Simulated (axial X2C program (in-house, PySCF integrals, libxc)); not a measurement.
**Which molecule has these constants?**

All values come from calculations with an axial X2C code built on PySCF integrals, spin-free (one-electron X2C) or two-component (2c: spin–orbit coupling with atomic mean-field Coulomb and Gaunt terms, which also bring small scalar terms), in Dyall basis sets with cores contracted in-house; open shells are unrestricted.

A two-component PBE0 calculation in a Dyall 3-zeta basis gave Re = 1.767 Å, ωe = 1437.3 cm⁻¹, De = 0.85 eV, dipole magnitude 0.71 D, Ω = 1/2.

Question: Which molecule is it?
A. NaCd
B. LiCd
C. CdH

Answer: C. The others have NaCd 3.398 Å and 75.1 cm⁻¹ (Ω = 1/2); LiCd 3.035 Å and 161.4 cm⁻¹ (Ω = 1/2).

Each entry is the lowest single determinant of a limited PBE0 search at one distance. De goes to single-determinant-based atoms at the same level (for ions the charge split of lowest energy) and is withheld (n/a) where an atom does not fit its ground term or J level. Main or longest-lived isotopes.
